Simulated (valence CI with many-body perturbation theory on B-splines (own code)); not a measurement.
**Kr²²⁺: what the settings do**

Computed by relativistic CI+MBPT: four valence electrons over a frozen Dirac-Fock core [Ne], a basis of 6 s, 6 p, 5 d, 3 f, 1 g functions for each j, with the one-electron correlation potential Σ1 (screened to all orders), the two-electron term Σ2, the three-electron term Σ3, Breit, model QED; selected single and double excitations, second order for the rest, scaled by the run's own slope (own B-spline code, finite nucleus).

No measured spectrum was set against this ion. As an estimate, levels of excited configurations hold to 0.05 to 0.15 % of their energy, terms of the ground configuration to about 0.5 %.

The reference run has the lowest level 3s2 3p2 3P_0 and an ionisation energy of 997.913 eV. Its largest variational space holds 9997 state functions.

Names give the largest LS component (configuration and term), which can be under half, so a name can repeat, a term be missing and a line seem to break the LS rules; names also repeat where a configuration has a term twice. Letters in brackets count levels of one name in rising energy.

Reference levels: 3s2 3p2 3P_1 68302, 3s2 3p2 3P_2 94493, 3s2 3p2 1D_2 185622, 3s2 3p2 1S_0 255173, 3s 3p3 5S°_2 467684, 3s 3p3 3D°_1 574268, 3s 3p3 3D°_2 583360, 3s 3p3 3D°_3 610046, 3s 3p3 3P°_0 672195, 3s 3p3 3P°_2 [a] 679457, 3s 3p3 3P°_1 681151, 3s 3p3 3P°_2 [b] 742928 cm⁻¹.

(1) Rank these changes by the mean size of the shift of these levels, smallest first.
A. logarithmic knot step 0.27 → 0.4
B. three-electron term on → off
C. cutoff of virtual states (hartree) 2592 → 37.56

Results:

(1) A (2.1 cm⁻¹), B (210 cm⁻¹), C (430 cm⁻¹).
